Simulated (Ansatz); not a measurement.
Ligand exchange: C2H4ClF + CuI → C2H4ClI + CuF

Species: C2H4ClF (1-chloro-1-fluoroethane) `CC(F)Cl`, singlet; CuI, singlet; C2H4ClI `CC(Cl)I`, singlet; CuF (fluorocopper), singlet. The partners trade F for I: C–F and Cu–I bonds give way to C–I and Cu–F.

Shapes, held fixed at every level: PBE0-D4/def2-TZVP. Programs: Ansatz 0.2.0. The zero-point and thermal change to 298 K, harmonic and unscaled (PBE0-D4/def2-TZVP), is -3.9 kJ/mol.

```tsv
level	kind	ΔH(298 K) (kJ/mol)
HF/def2-TZVPP	Hartree–Fock	+177.0
PBE-D4/def2-TZVPP	GGA	+122.2
r2SCAN-D4/def2-TZVPP	meta-GGA	+133.6
B3LYP-D4/def2-TZVPP	global hybrid	+128.8
r2SCAN0-D4/def2-TZVPP	global hybrid	+148.3
wB97M-V/def2-TZVPP	range-separated hybrid	+135.4
wB97X-V/def2-TZVPP	range-separated hybrid	+133.1
```

wB97X-V/def2-TZVPP gives ΔH(298 K) = +133.1 kJ/mol; the levels span +122.2 to +177.0. The median of the levels is +133.6. No measured value is set beside it here. For atoms past krypton def2 sets carry core potentials with scalar relativity. Relativity is left out for Cu.
